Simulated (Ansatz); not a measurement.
`[NH2][Ti]([F])([F])[F]` + H₂O → `[NH2][Ti]([OH])([F])[F]` + H–F  (formal hydrolysis of a Ti–F bond)

Gas-phase electronic energies from Ansatz, PBE0-D4/def2-TZVP geometries. CCSD(T)/CBS adds triple-zeta CCSD(T) − MP2 to the extrapolated MP2 energy (def2 sets, frozen cores). This one scheme is used for every species. Functionals use def2-TZVPP. B3LYP here is the variant with VWN-RPA as its local correlation; programs differ in this. For Ti outer-core shells are correlated without core-valence functions, which leaves a few kJ/mol of doubt a bond. Scalar relativity is left out up to krypton. Each species was taken in one conformer, which may not be the lowest.

```
             level  ΔE (kJ/mol)  difference from CCSD(T)/CBS
         revPBE-D4         47.5                          9.1
      CAM-B3LYP-D4         45.8                          7.4
          PBE-QIDH         42.6                          4.2
              PBE0         46.6                          8.2
             B3LYP         48.0                          9.6
             BHLYP         45.8                          7.4
   CCSD/def2-TZVPP         41.8                          3.4
CCSD(T)/def2-TZVPP         40.8                          2.4
    MP2/def2-QZVPP         37.3                         -1.1
    CCSD/CBS(def2)         39.3                          0.9
       CCSD(T)/CBS         38.4                            0
```

Largest T1 diagnostic among the species: 0.024, so the coupled-cluster value is less sure than usual.

Leaving LDA and LC-ωPBE aside and taking each functional with its dispersion term where it has one, the values, not all of them listed here, spread over 9.0 kJ/mol, from PBE-QIDH to B97M-V. LDA lies −7.3 kJ/mol from PBE without D4. From r2SCAN to r2SCAN0 (25 % exact exchange), in def2-TZVPP and without D4, ΔE moves by −3.8 kJ/mol.
